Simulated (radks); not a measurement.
Values are calculated unless marked as measured or tabulated.
Ionisation of Sr+, [Kr] 5s1, to Sr2+, [Kr], under several functionals. Scalar-relativistic Kohn-Sham, spin-polarised, spherical densities, finite nucleus; open shells are filled with parallel spins first (spin-orbit coupling, left out, can overturn this in heavy ions); a radial shooting solver on a logarithmic mesh with Libxc functionals.

functional                          E(Sr+) (hartree)  Exc (hartree)  IE (eV)  -e(HOMO) (eV)  <r> HOMO (bohr)  IE error (eV)
B86b exchange with PBE correlation       -3179.74447     -105.28145   11.205          8.704            3.868         +0.175
SOGGA                                    -3177.05691     -102.55827   11.047          8.616            3.873         +0.016
exchange-only B88                        -3177.92438     -103.43353   10.825          8.354            3.929         -0.205
r2SCAN                                   -3179.78325     -105.22181   10.870          8.762            3.914         -0.160
XLYP                                     -3180.11848     -105.65370   11.303          8.626            3.850         +0.273
exchange-only r2SCAN                     -3177.94901     -103.36302   10.327          8.329            4.056         -0.703
PBE                                      -3179.25185     -104.78180   11.193          8.677            3.874         +0.162
PW91                                     -3179.86045     -105.40076   11.236          8.736            3.864         +0.206
PBEsol                                   -3177.33510     -102.83836   11.125          8.717            3.854         +0.095

NIST Atomic Spectra Database: 11.030 eV (measured). Closest: SOGGA. The Delta-SCF values span 0.98 eV, the total energies 3.06 hartree. The highest occupied level is 5s.
